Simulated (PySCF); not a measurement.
**One molecule, many functionals**

Compound: C2H9GeN.
Z-matrix (Å and degrees, PBE0-D3(BJ)/def2-SVP geometry), rows numbered from 1:
```
C 
C   1  1.5235
Ge  2  1.9547  1  113.50
N   3  1.8423  2  108.19  1  -179.12
H   1  1.1019  2  111.70  3   -59.83
H   1  1.1017  2  111.74  3  -179.92
H   1  1.1019  2  111.64  3    60.08
H   2  1.1032  1  110.70  3   121.14
H   2  1.1020  1  111.32  3  -120.98
H   3  1.5434  2  111.23  1   -62.88
H   3  1.5555  2  108.93  1    56.14
H   4  1.0171  3  114.13  2   -65.94
H   4  1.0170  3  114.06  2   169.57
```

Linear-response calculations in the def2-SVPD basis (PySCF; singlets by full response, triplets Tamm–Dancoff, core orbitals frozen in the response; HF means time-dependent Hartree–Fock). 'Strongest' is the level of largest summed f among the singlets computed (10 roots, of which the last may lack a degenerate partner); it can jump between rows when another state enters that window. S1 is the lowest singlet of each run and needn't be the same state throughout; f(S1) is that of one state. Geometry: PBE0-D3(BJ)/def2-SVP, one conformer, isolated molecule. Relativistic effects, spin–orbit coupling among them, are left out although an element past zinc is present.

```
functional                               kind  S1 (eV)  f(S1)  strongest (eV)  T1 (eV)  HOMO (eV)  gap (eV)  ionisation energy, ΔSCF (eV)
       LDA                                LDA     5.49  0.013            7.42     5.23      -5.89      5.38                          9.11
       PBE                                GGA     5.52  0.013            6.39     5.22      -5.78      5.41                          8.99
     B3LYP  global hybrid, 20% exact exchange     5.94  0.018            8.05     5.60      -6.96      7.04                          9.31
      PBE0  global hybrid, 25% exact exchange     6.15  0.019            8.45     5.77      -7.19      7.56                          9.30
 BHandHLYP  global hybrid, 50% exact exchange     6.54  0.023            8.99     6.11      -8.52      9.42                          9.36
 CAM-B3LYP             range-separated hybrid     6.21  0.021            8.73     5.83      -8.60      9.65                          9.51
   wB97X-D             range-separated hybrid     6.40  0.025            8.94     6.12      -9.10     11.08                          9.48
   LC-wPBE             range-separated hybrid     6.74  0.026            9.36     6.29      -9.97     12.07                          9.65
        HF                       Hartree–Fock     7.37  0.027            9.87     6.77     -10.61     12.98                   not settled
```

S1 runs from 5.49 eV (LDA) to 7.37 eV (HF), a spread of 1.88 eV, while the orbital gap spreads over 7.6 eV. Along PBE (0%), B3LYP (20%), PBE0 (25%), BHandHLYP (50%), HF (100%) S1 rises with the share of exact exchange. −ε(HOMO) comes closest to its own ΔSCF ionisation energy with LC-wPBE (+0.32 eV) and misses most with LDA (-3.22 eV). 'Not settled' means that the ion's SCF failed to converge or may have ended in another state than the lowest.

Without π bonds the low states are Rydberg-like; a valence basis with one diffuse set may place them up to an eV too high.
